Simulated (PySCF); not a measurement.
Compound: phenylhydrazine, C6H8N2.
SMILES with atom numbers: `[NH2:1][NH:2][c:3]1[cH:4][cH:5][cH:6][cH:7][cH:8]1` (hydrogens: H9, H10 on N1; H11 on N2; H12 on C4; H13 on C5; H14 on C6; H15 on C7; H16 on C8)

Cartesian coordinates in Å at the GFN2-xTB level; atoms count from 1:
```xyz
16
C6H8N2 angstrom
N     -2.734   -0.666   -0.477
N     -1.891    0.388   -0.082
C     -0.518    0.254    0.004
C      0.095   -0.994    0.124
C      1.466   -1.086    0.269
C      2.250    0.053    0.300
C      1.647    1.296    0.186
C      0.281    1.400    0.034
H     -2.841   -1.318    0.297
H     -2.349   -1.176   -1.274
H     -2.222    1.282   -0.422
H     -0.499   -1.897    0.110
H      1.924   -2.061    0.358
H      3.321   -0.025    0.413
H      2.251    2.192    0.209
H     -0.188    2.369   -0.059
```

Computed geometry: GFN2-xTB, gas phase.

Take the most abundant isotopes and a rigid rotor. The values belong to one conformer with, in the numbering `[NH2:1][NH:2][c:3]1[cH:4][cH:5][cH:6][cH:7][cH:8]1`, H–N1–N2–C3 77° and -43°, N1–N2–C3–C4 -21°.

Problem. What are A, B and C (MHz)?

Solution. Ia = 99.70, Ib = 329.14, Ic = 424.51 u·Å²; 505379 MHz·u·Å²/I gives A = 5069, B = 1535, C = 1191 MHz.

Problem. What kind of rotor is it?

Solution. An asymmetric top; Ray's κ = -0.822.

Problem. What does the inertial defect say?

Solution. Not planar: Δ = Ic − Ia − Ib = -4.34 u·Å². For a rigid frame Δ = −2 Σ m c², so Σ m c² = 2.17 u·Å² lies off the ab plane: 1.43 from hydrogen and 0.73 from heavier atoms. The atom farthest from that plane is 0.99 Å away.

Problem. Give the other two planar moments, Paa and Pbb, and the rms extents of the mass along the axes.

Solution. Paa = Σ m a² = (Ib + Ic − Ia)/2 = 326.97 and Pbb = Σ m b² = (Ia + Ic − Ib)/2 = 97.54 u·Å². With the mass M = 108.07 u, the rms extents √(P/M) along a, b and c are 1.74, 0.95, 0.14 Å.

Problem. Where do the levels up to J = 4 lie, in MHz?

Solution. Above 0(0,0):
J = 1: 1(0,1) 2726, 1(1,1) 6259, 1(1,0) 6604
J = 2: 2(0,2) 8154, 2(1,2) 11366, 2(1,1) 12401, 2(2,1) 23001, 2(2,0) 23025
J = 3: 3(0,3) 16236, 3(1,3) 19012, 3(1,2) 21081, 3(2,2) 31179, 3(2,1) 31298, 3(3,1) 49722, 3(3,0) 49723
J = 4: 4(0,4) 26907, 4(1,4) 29181, 4(1,3) 32623, 4(2,3) 42064, 4(2,2) 42417, 4(3,2) 60671, 4(3,1) 60679, 4(4,1) 86571, 4(4,0) 86571
Those of J = 1 are B + C, A + C and A + B.

Problem. Estimate the classical rotational partition function at 10 K, 200 K and 500 K.

Solution. Point group C1, symmetry number σ = 1; q = (√π/σ)·√((kT/h)³/(ABC)), k/h = 20836.6 MHz/K: 1750 at 10 K, 157000 at 200 K, 619000 at 500 K.

GFN2-xTB frequencies: not computed here. No vibrational averaging or centrifugal distortion is included, and the geometry carries the error of its method.
